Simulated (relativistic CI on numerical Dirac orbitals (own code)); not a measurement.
# Hyperfine structure of Pd²⁴⁺, mass number 105

Calculated at this level of theory: Dirac-Coulomb-Breit CI, separate exchange-only KLI orbitals for each configuration, QED by a radiative potential, unscaled Slater integrals (own radial code, finite nucleus).

Configurations in the expansion (outside the closed core [Ne]): 3s2.3p6.3d4, 3s2.3p5.3d5, 3s.3p6.3d5, 3s2.3p6.3d3.4s, 3s2.3p6.3d3.4p, 3s2.3p6.3d3.4d, 3s2.3p6.3d3.4f, 3s2.3p5.3d4.4s, 3s2.3p6.3d2.4s.4p, 3s.3p6.3d4.4s, 3s2.3p6.3d3.5s, 3p6.3d6, 3p5.3d7, 3s2.3p6.3d2.4s2, 3s2.3p6.3d.4s2.4p, 3s2.3p6.3d.4s2.4d, 3s2.3p6.3d.4s2.4f, 3s2.3p6.3d2.4p2, 3s2.3p6.3d.4s.4p2, 3s2.3p6.3d.4p3, 3s2.3p6.3d.4p2.4d, 3s2.3p6.3d.4p2.4f. Double excitations out of closed p, d and f shells are left out; levels of such configurations are missing from the list, as are those of other unlisted configurations, and high levels can miss mixing partners. These lack a partner that the ground configuration has and come out too high: 3s2.3p5.3d4.4s.

Nuclear spin I = 5/2, μ = -0.642 μN, Q = 0.66 b (tables of Stone and Pyykkö). The electronic factors are computed for point nuclear moments, without core polarisation or the Bohr-Weisskopf and QED corrections.

| Level | E (cm⁻¹) | A (MHz) | B (MHz) |
| --- | --- | --- | --- |
| 3s2.3p6.3d4 5D_1 | 21652.9 | -285.1 | 2920 |
| 3s2.3p6.3d4 5D_2 | 40529.5 | -998.7 | 2220 |
| 3s2.3p6.3d4 5D_3 | 55364.7 | -1543 | -1610 |
| 3s2.3p6.3d4 5D_4 | 65043.0 | -2037 | -7190 |
| 3s2.3p6.3d4 3H_4 | 106785.0 | -2572 | 2650 |
| 3s2.3p6.3d4 3G_3 | 129023.2 | -2694 | 1130 |
| 3s2.3p6.3d4 3H_5 | 132793.3 | -2462 | 5900 |
| 3s2.3p6.3d4 3F_2 | 134466.4 | -2563 | 2380 |

Levels with J = 0, under 50 % of one LS term, or S terms without an open s electron are left out. Small factors come from cancelling terms and can be off by tens of per cent or more.

At this charge energies of transitions that change n are usually good to better than 1 %, and those within a shell (Δn = 0) to a few per cent. Terms inside the open d or f shell come out 10 to 20 % too wide with unscaled integrals.

Problem. Give the hyperfine levels of 3s2.3p6.3d4 5D_2 relative to its centre of gravity.

Solution. With K = F(F + 1) − I(I + 1) − J(J + 1), E = AK/2 + B[¾K(K + 1) − I(I + 1)J(J + 1)]/[2I(2I − 1)J(2J − 1)]: F = 1/2: 8546, F = 3/2: 6048, F = 5/2: 2441, F = 7/2: -1443, F = 9/2: -4438 MHz.

LS names give the leading component of a level, which can be under half, so a name can repeat, a term be missing and a line seem to break the LS rules.
